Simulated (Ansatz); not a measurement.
Computed with Ansatz on PBE0-D4/def2-TZVP structures; ΔE is electronic, products minus reactants. CCSD(T)/CBS is the MP2 limit (def2-TZVPP, def2-QZVPP) plus CCSD(T) − MP2 in def2-TZVPP, frozen cores. Functionals use def2-TZVPP. HSE06 is defined as in plane-wave codes. One conformer a species, not always the lowest.

Reaction (cleavage of the B–Si bond): `B[SiH](F)BO` + CH₃NH₂ → `CNBO` + `B[SiH2]F`

`B[SiH](F)BO`:

Cartesian coordinates in Å:
```
B -0.463 -1.373 -1.065
Si 0.762 -0.486 0.228
F 1.333 -1.453 1.383
B -0.210 1.110 1.053
O -0.687 2.128 0.307
H -0.868 -0.708 -1.978
H -0.870 -2.492 -0.978
H 1.937 0.025 -0.545
H -0.400 1.195 2.234
H -0.534 2.052 -0.639
```

CH₃NH₂:

```xyz
7

C    -0.560    0.033    0.091
N     0.781   -0.148   -0.440
H    -0.611    0.373    1.135
H    -1.107   -0.910    0.020
H    -1.097    0.760   -0.523
H     1.293   -0.827    0.109
H     1.302    0.718   -0.393
```

`CNBO`:

```xyz
10

C    -0.887    1.006    0.636
N    -0.209    0.266   -0.397
B     0.683   -0.790   -0.206
O     1.243   -1.387   -1.309
H    -1.975    0.924    0.553
H    -0.596    0.609    1.610
H    -0.626    2.070    0.618
H    -0.414    0.559   -1.340
H     0.943   -1.157    0.910
H     1.838   -2.099   -1.075
```

`B[SiH2]F`:

Cartesian coordinates in Å:
```
B -0.436 0.913 0.652
Si 0.287 -0.603 -0.433
F -0.370 -0.720 -1.894
H -1.273 1.673 0.268
H -0.004 1.071 1.757
H 0.040 -1.895 0.268
H 1.756 -0.439 -0.618
```

```json
{"level": "r2SCANh-D4", "ΔE (kJ/mol)": "-149.2", "difference from CCSD(T)/CBS": "1.2"}
{"level": "HSE06-D4", "ΔE (kJ/mol)": "-143.7", "difference from CCSD(T)/CBS": "6.7"}
{"level": "BHLYP-D4", "ΔE (kJ/mol)": "-158.8", "difference from CCSD(T)/CBS": "-8.4"}
{"level": "PBE0", "ΔE (kJ/mol)": "-144.9", "difference from CCSD(T)/CBS": "5.5"}
{"level": "HF/def2-TZVPP", "ΔE (kJ/mol)": "-167.0", "difference from CCSD(T)/CBS": "-16.6"}
{"level": "SCS-MP2/def2-TZVPP", "ΔE (kJ/mol)": "-158.8", "difference from CCSD(T)/CBS": "-8.4"}
{"level": "CCSD/def2-TZVPP", "ΔE (kJ/mol)": "-153.7", "difference from CCSD(T)/CBS": "-3.3"}
{"level": "CCSD(T)/def2-TZVPP", "ΔE (kJ/mol)": "-151.4", "difference from CCSD(T)/CBS": "-1.0"}
{"level": "SCS-MP2/def2-QZVPP", "ΔE (kJ/mol)": "-158.4", "difference from CCSD(T)/CBS": "-8.0"}
{"level": "HF/CBS(def2)", "ΔE (kJ/mol)": "-167.3", "difference from CCSD(T)/CBS": "-16.9"}
{"level": "CCSD(T)/CBS", "ΔE (kJ/mol)": "-150.4", "difference from CCSD(T)/CBS": "0"}
```

(1) What do rigid-rotor, harmonic-oscillator terms from PBE0-D4/def2-TZVP frequencies (298.15 K, 1 bar) make of the CCSD(T)/CBS value? (Best estimate.)

Largest T1 diagnostic among the species: 0.015.

Answers

(1) Computed: ΔZPE = -2.9 kJ/mol, ΔH = -155.4 kJ/mol, ΔS = -14 J/(mol·K), ΔG = -151.2 kJ/mol. Modes under 50 cm⁻¹ make the entropy rough.

From PBE to PBE0 (25 % exact exchange), in def2-TZVPP and without D4, ΔE moves by −8.2 kJ/mol. In def2-TZVPP, CCSD(T) changes the Hartree–Fock value by +15.6 kJ/mol (the triples alone add +2.4 kJ/mol) and MP2 by +7.8 kJ/mol.

CCSD(T)/CBS has its own doubt, a few kJ/mol and more with outer-core shells, so smaller differences from it don't rank the levels.
